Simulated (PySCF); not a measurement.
## `N#C[C@H]1CO[C@@H](F)OC1`, C$_{5}$H$_{6}$FNO$_{2}$

Geometry (Å), atoms numbered from 1 in this order:
```xyz
15

N     3.295    0.274   -0.459
C     2.250    0.200   -0.004
C     0.925    0.105    0.557
C     0.021    1.239    0.043
O    -1.300    1.062    0.543
C    -1.826   -0.161    0.251
F    -2.026   -0.246   -1.123
O    -1.090   -1.234    0.656
C     0.245   -1.217    0.162
H     0.991    0.165    1.650
H     0.007    1.244   -1.054
H     0.344    2.215    0.407
H    -2.816   -0.228    0.720
H     0.241   -1.329   -0.930
H     0.736   -2.080    0.615
```

Level of theory: GIAO BHandHLYP/pcSseg-1 magnetisability, rotational g tensor and spin-rotation constants, non-relativistic, gas phase (PySCF). Geometry: GFN2-xTB.

(1) What are the magnetisability and the molar susceptibility?

(2) Split it along the inertial axes a, b, c into diamagnetic and paramagnetic parts about the centre of mass, with the quadrupole moment.

(3) And the rotational g tensor?

Results:

(1) Isotropic -1166 × 10⁻³⁰ J/T², or -70.2 × 10⁻⁶ cm³/mol; principal values -1330, -1118, -1052 × 10⁻³⁰ J/T², anisotropy 252 × 10⁻³⁰ J/T² (root of half the summed squared differences of the principal values). The susceptibility is in cgs units.

(2) 
```csv
axis,χ (10⁻⁶ cm³/mol),diamagnetic (10⁻⁶ cm³/mol),paramagnetic (10⁻⁶ cm³/mol),summed x² of all electrons (Å²),quadrupole Θ (D Å)
a,-78.2,-425.6,347.4,216.2,-15.26
b,-67.3,-1076.6,1009.3,62.8,+9.23
c,-65.2,-1183.8,1118.6,37.5,+6.03
```
Anisotropies 2χaa − χbb − χcc = -23.9 and 2χbb − χaa − χcc = +8.8 × 10⁻⁶ cm³/mol. Θ is traceless in Buckingham's convention.

(3) 
| axis | rotational constant (GHz) | g | nuclear part | electronic part |
| --- | --- | --- | --- | --- |
| a | 3.5896 | -0.0220 | 0.5639 | -0.5859 |
| b | 1.1286 | -0.0203 | 0.5148 | -0.5351 |
| c | 1.0295 | -0.0187 | 0.5223 | -0.5410 |

Asymmetric top; isotopes 12C, 19F, 1H, 14N, 16O; no vibrational averaging.
